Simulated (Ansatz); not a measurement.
`F[SiH2]O[SiH3]` + `C1NCS1` → `[SiH3]N1CSC1` + `O[SiH2]F`  (ligand exchange at the Si–O bond)

Computed with Ansatz on PBE0-D4/def2-TZVP structures; ΔE is electronic, products minus reactants. CCSD(T)/CBS is the MP2 limit (def2-TZVPP, def2-QZVPP) plus CCSD(T) − MP2 in def2-TZVPP, frozen cores. DFT in def2-TZVPP. B3LYP here is the variant with VWN-RPA as its local correlation; programs differ in this. One conformer a species, not always the lowest.

`F[SiH2]O[SiH3]`:

Cartesian coordinates in Å:
```
F 1.333 2.049 -0.146
Si -0.175 1.554 0.008
O -0.193 -0.002 0.443
Si 0.104 -1.570 0.063
H -0.802 2.353 1.079
H -0.826 1.731 -1.309
H -0.858 -2.415 0.811
H 1.492 -1.921 0.450
H -0.075 -1.779 -1.398
```

`C1NCS1`:

Z-matrix (Å, degrees):
```
C
S 1 1.828
N 1 1.460 2 91.7
H 1 1.092 2 113.8 3 117.4
H 1 1.096 2 111.7 3 -117.9
C 2 1.828 1 74.5 3 12.7
H 3 1.012 1 113.9 2 -136.6
H 6 1.092 2 113.8 1 -130.1
H 6 1.096 2 111.7 1 105.2
```

`[SiH3]N1CSC1`:

```xyz
12

Si   -1.322    0.977   -0.154
N    -0.058   -0.176    0.017
C     0.809   -0.710   -1.019
S     1.960   -1.403    0.223
C     0.726   -0.473    1.203
H    -2.085    0.628   -1.380
H    -2.176    0.888    1.059
H    -0.855    2.390   -0.287
H     1.291    0.041   -1.655
H     0.339   -1.472   -1.649
H     1.165    0.399    1.700
H     0.205   -1.088    1.942
```

`O[SiH2]F`:

Cartesian coordinates in Å:
```
O -0.306 0.584 -1.089
Si -0.095 -0.142 0.355
F 1.000 0.626 1.226
H 0.384 0.514 -1.751
H -1.388 -0.053 1.057
H 0.405 -1.529 0.202
```

| level | ΔE (kJ/mol) |
| --- | --- |
| B3LYP | 61.1 |
| HF/def2-TZVPP | 74.9 |
| CCSD/def2-TZVPP | 60.7 |
| CCSD(T)/def2-TZVPP | 57.9 |

(1) What does CCSD(T)/CBS give? (An estimate is asked.)

Largest T1 diagnostic among the species: 0.011.

## Answers

(1) Computed: +58.4 kJ/mol. The listed levels differ from it by 2.7, 16.5, 2.3, -0.5 kJ/mol.

The D4 term adds −5.2 kJ/mol with B3LYP and −3.0 kJ/mol with PBE0; it sums over pairs of atoms, weighted by their polarisabilities, and B3LYP, whose exchange is more repulsive, gets the larger term. From PBE to PBE0 (25 % exact exchange), in def2-TZVPP and without D4, ΔE moves by +4.1 kJ/mol. In def2-TZVPP, CCSD(T) changes the Hartree–Fock value by −17.0 kJ/mol (the triples alone add −2.8 kJ/mol) and MP2 by −19.7 kJ/mol.
